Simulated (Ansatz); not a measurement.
Frontier orbitals of AlH$_{5}$OSn, SMILES `[OH][SnH2][AlH2]`.

Cartesian coordinates in Å:
```
O -1.817 -0.665 0.969
Sn -0.788 0.057 -0.568
Al 1.735 0.489 0.200
H -1.422 -1.457 1.339
H -0.965 -1.073 -1.854
H -1.713 1.440 -0.957
H 2.320 -0.342 1.419
H 2.649 1.550 -0.547
```

The species carries charge 0 and has multiplicity 1. Correlated methods include outer-core shells of Sn, which these sets cover unevenly. Sn takes the def2 core potential. All single points use the PBE0-D4/def2-TZVP geometry. It is one conformer, not always the lowest. Basis def2-TZVPP, the Gaussian-basis code of Ansatz.

| functional | HOMO (eV) | LUMO (eV) | gap (eV) |
| --- | --- | --- | --- |
| PBE | -6.02 | -3.12 | 2.90 |
| PBE0 | -7.23 | -2.39 | 4.84 |
| B3LYP | -7.03 | -2.58 | 4.45 |
| r2SCANh | -6.75 | -2.63 | 4.12 |
| BHLYP | -8.26 | -1.63 | 6.63 |
| CAM-B3LYP | -8.48 | -1.45 | 7.03 |
| ωB97X-V | -9.43 | -0.50 | 8.93 |
| ωB97M-V | -9.24 | -0.77 | 8.47 |

From PBE to PBE0 the HOMO moves by −1.21 eV and the LUMO by +0.73 eV, and with ωB97M-V by −3.21 and +2.36 eV, so the gap grows from 2.90 to 8.47 eV with exact exchange.

B3LYP here is the variant with VWN-RPA as its local correlation; programs differ in this.
